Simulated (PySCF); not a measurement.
C3H6FNSi.

```xyz
12

F      1.9991    -0.1144     1.2210
Si     1.3754     0.0448    -0.2927
N     -0.3509     0.0063    -0.3580
C     -1.3560    -0.9917    -0.3179
C     -2.3937    -0.1575    -0.0336
C     -1.4169     1.0052    -0.0233
H      1.8031     1.3889    -0.7908
H      1.8736    -1.1182    -1.0915
H     -1.2013    -2.0679    -0.4935
H     -3.4749    -0.2541     0.1000
H     -1.2514     1.5021     0.9565
H     -1.5406     1.7723    -0.8173
```
Charge 0, spin multiplicity 1.

The structure is a stationary point at PBE-D3(BJ)/def2-SVP. This is a generated structure with no PubChem entry under its InChIKey; it may be hypothetical. The values are those of a single conformer.

Calculation: PBE/pcSseg-1 in PySCF. Non-relativistic, no solvent.

Problem. Give the absolute GIAO shielding of each atom: isotropic value and principal components (ppm). (An estimate is asked for; the answer gives what the named calculation found.)

Solution. 
```
atom  σ(iso)    σ11    σ22    σ33   span
----  ------  -----  -----  -----  -----
F1     309.1  225.9  324.9  376.5  150.5
Si2    369.5  358.0  361.9  388.8   30.8
N3     123.3   61.7  116.1  192.2  130.6
C4      29.5  -54.2   38.9  103.9  158.1
C5      66.2  -17.3   68.2  147.7  165.0
C6     115.3   96.6  107.4  142.0   45.4
H7      26.2   22.9   24.8   31.0    8.1
H8      26.0   22.7   24.4   30.9    8.2
H9      24.3   22.9   24.0   26.1    3.2
H10     25.5   24.0   25.5   27.0    3.0
H11     26.3   23.3   25.9   29.6    6.2
H12     26.5   23.6   25.4   30.3    6.8
```
